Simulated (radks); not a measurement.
Values are calculated unless marked as measured or tabulated.
Numerical settings for the arsenic ion As+, [Ar] 3d10 4s2 4p2. Code: a radial shooting solver on a logarithmic mesh with Libxc functionals. Model: Dirac Kohn-Sham, PBE, spin-unpolarised, spherical densities, point nucleus; open shells are shared between the two j in proportion to 2j + 1. The defaults (mesh step 0.008 in ln r, mesh end at 40 bohr or more with all orbitals vanishing there, Anderson mixing 0.5 over 9 steps, residual threshold near 1e-9 with the energy settled to 1e-9 hartree or 1e-11 of itself, here a cap of 81 iterations) give E = -2260.5916 hartree and 4p3/2 at -13.230 eV in 15 iterations. Run on one thread of a shared host, so times are rough (Arm Neoverse V2): 0.1 s of CPU time, 0.1 s wall, 15 iterations on 2546 mesh points. Changes against that run (0 stands for a change within the tolerance of the run):

setting,iterations,converged,E (mhartree),e(4p3/2) (meV),CPU (s)
mesh step in ln r 0.03,15,yes,+0.000278,0,0.03
mesh step in ln r 0.2,2,no,diverged,-,0.01
mesh step in ln r 0.02,15,yes,0,0,0.05
mesh end (bohr) 3,15,level above zero,+955,+1.36e+04,0.08
mesh end (bohr) 12,15,yes,+0.000177,+0.0216,0.1
residual threshold 1e-16,81,no,0,0,0.28
residual threshold 0.001,9,yes,0,-0.744,0.08
mixing 0.05,22,yes,0,0,0.15
"linear mixing, mixing 0.05",81,no,+0.0211,-59.6,0.48
"linear mixing, mixing 1",81,no,+5.43e+04,-2.5e+05,1.7
mixing history 3,18,yes,0,0,0.11
iteration cap 2,2,no,+790,-1.11e+04,0.02

Settled on a wrong energy, with an occupied level pushed above zero by the early mesh end: mesh end (bohr) 3 (+0.955 hartree). Apart from these: no run marked as converged misses the energy by more than 1 mhartree. A mesh that ends early acts as a hard wall.
